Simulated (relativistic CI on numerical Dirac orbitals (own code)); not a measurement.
Ni³⁺ in a cubic cluster: 1s photoemission with charge transfer

Computed with a charge-transfer multiplet model of a cubic metal-ligand cluster with up to 3 ligand holes, Slater and spin-orbit integrals from Dirac-Coulomb-Breit ions, Slater integrals scaled by 0.8. The parameters are those of a tetrahedral site (10Dq negative, t2 hopping the larger). The ground state mixes d7 with configurations of k ligand holes L, whose averages lie at kΔ + k(k − 1)U_dd/2; a core hole lowers each added d electron by U_cd. 300 K, Lorentzian 1.1 eV and Gaussian 0.6 eV FWHM.

Atomic integrals in eV (Slater integrals scaled, ζ unscaled), ground: F2dd 10.578, F4dd 6.603, zeta_d 0.089; with the core hole: F2dd 11.892, F4dd 7.457, zeta_d 0.123, G2cd 0.071.

Cluster parameters (eV): U_dd = 6.3, U_cd = 8, 10Dq = -0.15, 10Dq(ligand) = 0, V(eg) = 1.7, V(t2g) = -2.89, final-state hopping factor = 1.

```tsv
Case	n_d	d7	d8L	d9L2	d10L3	S
Δ = -2.3 eV	7.91	0.27	0.56	0.17	0.01	1.50
Δ = -1.3 eV	7.81	0.33	0.54	0.13	0.01	1.50
Δ = -0.3 eV	7.70	0.40	0.50	0.10	0.00	1.50
Δ = 0.7 eV	7.61	0.47	0.46	0.07	0.00	1.50
Δ = 2.7 eV	7.44	0.60	0.36	0.04	0.00	1.50
```

Weights, n_d and S are thermal averages at 300 K. Binding energies count from the first peak over 30 % of the highest in each spectrum, which can be another peak from case to case. The parameters are a model scan and need not match a compound or its usual spin state. Peaks in eV (height, largest 100):
- Δ = -2.3 eV: 0.0 (100), 8.2 (42), 14.5 (10)
- Δ = -1.3 eV: 0.0 (100), 8.2 (42), 14.6 (9)
- Δ = -0.3 eV: 0.0 (100), 8.2 (40), 14.8 (9)
- Δ = 0.7 eV: 0.0 (100), 8.3 (39), 15.0 (9)
- Δ = 2.7 eV: 0.0 (100), 8.3 (39), 14.5 (7)

For the case Δ = 0.7 eV, Δ = 0.7 eV is smaller than U_dd = 6.3 eV, the charge-transfer side of the Zaanen-Sawatzky-Allen scheme. With the core hole the configuration with one ligand hole lies at Δ − U_cd = -10.3, -9.3, -8.3, -7.3, -5.3 eV from the one without, in the order of the table; where this is negative the screened configuration lies lower, though the effective hopping of about 4.5 eV (from the holes of the mixed ground state) mixes the two strongly wherever it is as large as the gap.
